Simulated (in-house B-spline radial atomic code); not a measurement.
Re. Computed with a B-spline radial atomic code. Model: non-relativistic spherical atom: semilocal Troullier-Martins pseudo-atom, one channel per l, against all electrons, high spin, G0W0 and RPA with empty states to l = 8, local potential for every l without a channel, a model core (radius 0 = none) keeps its share of the functional.

Without relativity these are model numbers for so heavy an element.

What the tables leave out is listed at the end.

The pseudopotential gives back the lowest level of each angular momentum of its own functional in the configuration it was made in; a second state of the same l is only approximately right. Exact exchange, RPA and GW see the smooth pseudo-orbitals and miss the exchange with the core, for which the functional's share stands in. The column with an uncorrelated core keeps all orbitals and exact exchange, and so separates missing core correlation from pseudisation. Only the three outermost levels and the lowest empty one were computed. RPA here is direct RPA, with no exchange kernel, and its energies carry an (l + 1/2)⁻⁴ tail. A hybrid on a potential with a model core restores only its own semilocal share of the core's exchange.

Command:
```bash
python run_psgw.py task.json out
```
Settings (lengths in bohr, energies in hartree):
```
Z                      75
electrons              75
configuration          [Xe] 4f14 5d5 6s2
generated_in           [Xe] 4f14 5d5 6s2
functional             pbe,pbe
core_shells            9
radius_factor          0.9
core_correction        True
ion_configuration      [Xe] 4f14 5d5 6s1
```

Run time, properties included: 120 s on 1 thread of Intel(R) Xeon(R) Platinum 8259CL CPU @ 2.50GHz (Skylake/Cascade Lake), on a shared host.

Given: made with PBE; model core radius 0.61 bohr; local radius 0.972 bohr; mean-field start PBE0.

Valence shells of the generating configuration: 5s, 4f, 5p, 5d, 6s.

Channel: s 0.923, p 1.001, d 1.249, f 1.251 (radii in bohr).

Computed: largest level miss in the spin-unpolarised generating configuration 0.163 eV; valence RPA correlation energy pseudo -2.6676 hartree; pseudo-atom RPA polarisability 60.007 bohr³; ionisation by mean-field all-electron 6.4687 eV; ionisation by mean-field pseudo minus all 0.112 eV; ionisation by RPA all-electron 6.9973 eV; ionisation by RPA pseudo minus all 0.101 eV.

```tsv
level	occupied	mean-field all-electron (eV)	mean-field pseudo minus all (eV)	G0W0 all-electron (eV)	G0W0 uncorrelated core minus all (eV)	G0W0 pseudo minus all (eV)	exchange self-energy all-electron (eV)	exchange self-energy pseudo (eV)
6s down	1	-4.6638	-0.09	-6.9006	0.002	-0.115	-8.0274	-7.8
6s up	1	-5.9815	-0.087	-8.2811	0.001	-0.112	-10.999	-10.636
```

(1) What is the all-electron RPA polarisability, core included?

(2) What is the valence RPA correlation energy all-electron orbitals?

Results:

(1) 61.673 bohr³.

(2) -1.9942 hartree.

Among the listed levels the largest G0W0 shift of the pseudo-atom is -0.12 eV, for 6s down on the PBE0 start, while leaving the core uncorrelated moves that level by +0.00 eV. The rest, -0.12 eV, comes from pseudisation and the lost core exchange. Not in the tables (levels of low weight, unsolved or above zero; the highest and the empty levels are kept at any weight): the PBE start was refused, since an empty level lay at or below an occupied one; on PBE0 the G0W0 levels 5d up (pseudo minus all -0.48 eV, weights 0.68 and 0.61), 5d down (pseudo minus all -0.30 eV, weights 0.55 and 0.55); no Hartree-Fock pseudo-atom is run with a model core.
